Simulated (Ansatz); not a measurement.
A nudged elastic band was laid between two geometries of CH₃BClO (7 atoms, charge -1, multiplicity 1).

The calculation used RKS B3LYP-D4/def2-SVP in Ansatz 0.2.0.

| Property | Result |
| --- | --- |
| movable images | 7 |
| climbing image | yes |
| spring | 5.0 eV/Å² |
| optimiser | quadratic models (default) |
| start path | through a guess of the saddle point |
| force threshold | 0.05 eV/Å |
| iteration limit | 10 |
| end points | relaxed |

Initial state:

```xyz
7
Properties=species:S:1:pos:R:3
C -0.567 1.037 -0.066
B 0.096 -0.243 0.006
O 1.443 -0.545 0.318
Cl -0.861 -1.885 -0.348
H -0.032 1.978 0.134
H -1.626 1.159 -0.319
H 1.547 -1.501 0.275
```

Final state:

```xyz
7
Properties=species:S:1:pos:R:3
C -0.475 0.875 -0.055
B -0.049 -0.513 -0.049
O 1.235 -1.047 0.231
Cl -1.230 -1.932 -0.443
H 0.216 1.705 0.175
H -1.497 1.200 -0.284
H 1.799 -0.288 0.424
```

Task: Which bonds break or form, and what moves?

Result: No bond is made or broken. The dihedral Cl4–B2–O3–H7 goes from 0 to -180°.

Task: What energy profile does the band end with?

Result: It converged. The highest image is number 5 of 0 to 8, 0.147 eV above the first end and 0.140 eV above the last; the last end lies 0.007 eV above the first. Another band between the same ends (7 images) ends at a top of the same energy, where a vibrational analysis finds 1 clearly imaginary mode. Limits of this set-up: an anion without diffuse functions, the dipole of an ion depends on the origin.

```csv
image,path coordinate (Å),energy (eV),dihedral Cl4–B2–O3–H7 (°)
0,0.00,0.000,0
1,0.25,0.008,21
2,0.49,0.038,41
3,0.74,0.084,60
4,0.98,0.129,80
5,1.23,0.147,101
6,1.54,0.110,129
7,1.86,0.037,156
8,2.18,0.007,-180
```

Task: What is the geometry of the highest image?

Result: 
```xyz
7
Properties=species:S:1:pos:R:3
C -0.510 0.938 -0.071
B -0.033 -0.410 0.127
O 1.226 -0.847 0.631
Cl -1.152 -1.907 -0.327
H 0.101 1.814 0.201
H -1.499 1.185 -0.477
H 1.868 -0.773 -0.083
```

The run took 100 s on 1 thread of AMD EPYC 7R13 Processor (Zen 3), with other jobs on the host, peak memory 0.25 GiB.
